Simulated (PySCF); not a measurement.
Ionisation energy of Cd²⁺ by level of theory

Cd²⁺ [Kr] 4d10 (1S) → Cd³⁺ [Kr] 4d9 (2D), as a difference of total energies. Computed with PySCF 2.14 in x2c-TZVPPall (8s6p6d2f1g, 79 functions), with scalar relativity by spin-free X2C-1e. Correlated levels: valence: [Kr] frozen; valence and next inner shell: [Ar] 3d10 frozen. The calculations carry no spin-orbit coupling.

```csv
method,ionisation energy (eV)
UHF,35.883
LDA,38.193
PBE,37.757
PBE0,37.619
r2SCAN,37.622
B2PLYP,37.620
BP86,37.836
TPSSh,37.486
HSE06,37.605
MP2 (valence),37.814
SCS-MP2 (valence),37.594
MP2 (valence and next inner shell),37.753
SCS-MP2 (valence and next inner shell),37.484
```

Question: How much does correlation contribute at MP2 (valence and next inner shell)?

Answer: 37.753 − (35.883) = 1.870 eV, measured against UHF.

A first-order spin-orbit estimate (lowest level to lowest level, LS coupling) adds -0.283 eV.

Errors of the correlated levels include the incompleteness of this basis and the frozen core.

For comparison: 37.468 ± 0.006 eV (measured; NIST Atomic Spectra Database, ionization energies).
